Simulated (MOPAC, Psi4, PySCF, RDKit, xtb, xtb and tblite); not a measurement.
Two geometries of SMILES C([SiH3])CC(O)=O, singlet, relaxed at GFN2-xTB with one dihedral held; other torsions can differ between them too.

Structure A

```
14

O      2.1698    -0.2188    -0.9385
C      1.3880     0.1888    -0.1189
O      1.0288     1.4754    -0.0548
C      0.7357    -0.6501     0.9388
C      1.1855    -2.1017     0.8531
Si     1.2064    -2.7895    -0.9315
H      1.4716     1.9870    -0.7508
H      0.9554    -0.2022     1.9117
H     -0.3449    -0.5719     0.7892
H      2.1902    -2.1841     1.2690
H      0.5364    -2.7028     1.4890
H      0.2414    -2.0633    -1.7588
H      0.7227    -4.1760    -0.8268
H      2.5430    -2.8198    -1.5063
```

Structure B

```
14

O     -2.6694    -0.0087    -0.4113
C     -1.6037     0.2660     0.0694
O     -1.1038     1.5109     0.0302
C     -0.6754    -0.6799     0.7743
C      0.6788    -0.7534     0.0662
Si     1.6187     0.9060    -0.0299
H     -1.6977     2.1071    -0.4516
H     -1.1531    -1.6608     0.8149
H     -0.5331    -0.3119     1.7926
H      0.5295    -1.1538    -0.9379
H      1.2904    -1.4833     0.5983
H      1.4146     1.6725     1.1964
H      3.0402     0.5541    -0.1413
H      1.2516     1.6688    -1.2214
```

Task: Which is lower in energy at the level B3LYP-D3(BJ)/def2-TZVP // GFN2-xTB in Psi4 1.11, and by how much?

Result: A is lower, by 1.33 kcal/mol (dihedral O1–C2–C4–C5: 0° in A, 120° in B).

E(B) − E(A) in kcal/mol at the other levels, on the same two geometries: GFN2-xTB (xtb and tblite) 0.63; MMFF94 // GFN2-xTB (RDKit) -2.37; B3LYP/def2-TZVP // GFN2-xTB (Psi4) 1.39; PBE/def2-TZVP // GFN2-xTB (Psi4) 1.68; PBE-D3(BJ)/def2-TZVP // GFN2-xTB (Psi4) 1.62; UFF // GFN2-xTB (RDKit) -4.03; PM7, restricted, heats of formation // GFN2-xTB (MOPAC) 0.01; AM1, restricted, heats of formation // GFN2-xTB (MOPAC) -0.58; GFN1-xTB // GFN2-xTB (xtb) 2.76; restricted B3LYP/6-31G*, spherical d, density fitting // GFN2-xTB (PySCF) 1.49; restricted BP86/6-31G*, spherical d, density fitting // GFN2-xTB (PySCF) 1.70.
